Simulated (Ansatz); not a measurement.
Geometry optimisation, Ansatz 0.2.0, RKS PBE/def2-mTZVP.

Input:

```yaml
crystal:
  periodic: [false, false, false]
  atoms:
    - { symbol: Al, position_ang: [-0.6102, 1.4096, 0.1145] }
    - { symbol: C, position_ang: [0.6368, 0.1193, 0.8156] }
    - { symbol: "N", position_ang: [0.1698, -1.2163, 0.4573] }
    - { symbol: In, position_ang: [0.255, -1.7197, -1.1781] }
    - { symbol: H, position_ang: [-0.8551, 1.5927, -1.4927] }
    - { symbol: H, position_ang: [-1.3336, 2.5296, 1.0876] }
    - { symbol: H, position_ang: [1.6656, 0.3127, 0.3747] }
    - { symbol: H, position_ang: [-0.2494, -1.5846, 1.3033] }
    - { symbol: H, position_ang: [0.4096, -1.4896, -1.4993] }
basis:
  gaussian: { orbitals: def2-mTZVP }
hamiltonian:
  xc: pbe
relax:
  f_tol: 0.02
  max_steps: 50
output:
  orbitals: {}
```

Run as:

```bash
$ ansatz run input.yaml --threads 2 --pin off --max-ram 3072MiB --backend cpu --events-out ev --progress --plain --runs-dir out
```

**Question.** Where does it end, and by what steps?

**Answer.** The run ended unconverged. After 49 steps the energy has fallen by 197.997 eV; H6 moved furthest, 3.29 Å. The start is strongly strained (largest force component 925 eV/Å), so its close contacts needn't be bonds. Parted: In4–H9. Joined: Al1–N3, Al1–In4, C2–H9.

```tsv
step	energy less start (eV)	largest force component (eV/Å)	accepted
0	0.0000	925.482	yes
2	-175.1759	63.613	yes
4	-190.7190	15.627	yes
6	-194.7889	2.549	yes
8	-195.3926	1.848	yes
10	-195.7034	0.617	yes
12	-195.7941	0.222	yes
14	-195.8325	0.203	yes
16	-195.9289	0.256	yes
18	-196.1918	0.983	yes
20	-196.6275	1.282	yes
22	-196.8888	1.060	yes
24	-197.0769	0.684	yes
26	-197.1285	0.140	yes
28	-197.1385	0.096	yes
30	-197.1568	0.409	yes
32	-197.2542	0.422	yes
34	-197.4623	0.627	yes
36	-197.7009	0.538	yes
38	-197.7810	0.168	yes
40	-197.7979	0.084	yes
42	-197.8362	0.261	yes
44	-197.9154	0.209	yes
46	-197.9911	0.122	yes
48	-197.9939	0.150	no
49	-197.9967	0.055	yes
```

```xyz
9
Properties=species:S:1:pos:R:3
Al -0.562 1.024 -0.106
C 0.855 -0.016 0.760
N -0.087 -0.903 -0.009
In -0.100 -1.146 -2.270
H -1.917 1.625 0.486
H -0.236 1.204 -1.720
H 0.803 -0.176 1.845
H -0.562 -1.593 0.581
H 1.895 -0.064 0.416
```

Time of the run: 100 s on 2 threads of Arm Neoverse V2, on a shared host, peak memory 0.15 GiB.
